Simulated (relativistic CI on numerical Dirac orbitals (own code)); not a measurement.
## One change at a time: Tl60+

Base calculation: Dirac-Coulomb-Breit CI, orbitals from a KLI potential per configuration, a model potential for QED, unscaled Slater integrals.

Configurations in the expansion (outside the closed core [Ne]): 3s²3p⁶3d³, 3s²3p⁵3d⁴, 3s3p⁶3d⁴, 3s²3p⁶3d²4s, 3s²3p⁶3d²4p, 3s²3p⁶3d²4d, 3s²3p⁵3d³4s, 3s²3p⁶3d²4f, 3s²3p⁵3d³4p, 3s3p⁶3d³4s, 3p⁶3d⁴4p, 3s²3p⁶3d4s4p, 3s3p⁶3d³4p, 3s²3p⁶3d²5s, 3s²3p⁶3d²5p, 3s²3p⁶3d4p4d, 3s²3p⁶3d²5d, 3s²3p⁶3d²5f, 3s²3p⁶3d²5g, 3s3p⁶3d²4s4p, 3s²3p⁶3d²6s, 3p⁶3d⁵, 3p⁵3d⁶, 3p⁵3d⁵4s, 3p⁶3d⁴4s, 3p⁵3d⁴4s², 3s²3p⁶3d4s², 3s²3p⁶4s²4p, 3s²3p⁶4s²4d, 3s²3p⁶3d4s4d, 3s²3p⁶4s4p4d, 3s²3p⁶4s4d², 3s²3p⁵3d4s²4d, 3s²3p⁶3d4p², 3s²3p⁶4s4p², 3s²3p⁶4p³, 3s²3p⁶4p²4d, 3s²3p⁵3d4s4p², 3s²3p⁶3d4d², 3s²3p⁶4p4d², 3s²3p⁶4d³, 3s²3p⁵3d4s4d², 3s3p⁶3d²4s², 3s3p⁶3d4s²4p, 3s3p⁶3d4s²4d. Double excitations out of closed p, d and f shells are left out; levels of such configurations are missing from the list, as are those of other unlisted configurations, and high levels can miss mixing partners. These lack a partner that the ground configuration has and come out too high: 3s²3p⁵3d³4p.

Variants: (1) only the first 3 configurations; (2) one mean potential for all configurations. Shifts of the energy above 3s²3p⁶3d³ ⁴F3/2, in eV, for the lowest level and the first level of each name with at least 55 % of one term (blank where a level changes its place among those of its configuration and J or its character, or is not in the variant):

```
            Level     Base    Δ(1)    Δ(2)
  3s²3p⁶3d³ ⁴F3/2    0.000   0.000   0.000
  3s²3p⁶3d³ ⁴F5/2  103.320  -0.095  +0.010
  3s²3p⁶3d³ ⁴P1/2  116.789  -0.080  +0.009
  3s²3p⁶3d³ ⁴F7/2  216.476  -0.142  +0.020
  3s²3p⁶3d³ ²P1/2  231.886  -0.108  +0.018
 3s²3p⁶3d³ ²H11/2  232.296  -0.177  +0.020
  3s²3p⁶3d³ ²F7/2  243.662  -0.130  +0.018
  3s²3p⁶3d³ ²D3/2  268.679  +0.106  +0.017
3s²3p⁵3d⁴ ²I°13/2  555.576  -0.489  -0.161
```

At this charge energies of transitions that change n are usually good to better than 1 %, and those within a shell (Δn = 0) to a few per cent.

Ionisation energy from the two ground configurations alone: base 6392.44 eV. The NIST ASD value (theoretical) is 6392 eV.

LS names give the leading component of a level, which can be under half, so a name can repeat, a term be missing and a line seem to break the LS rules.
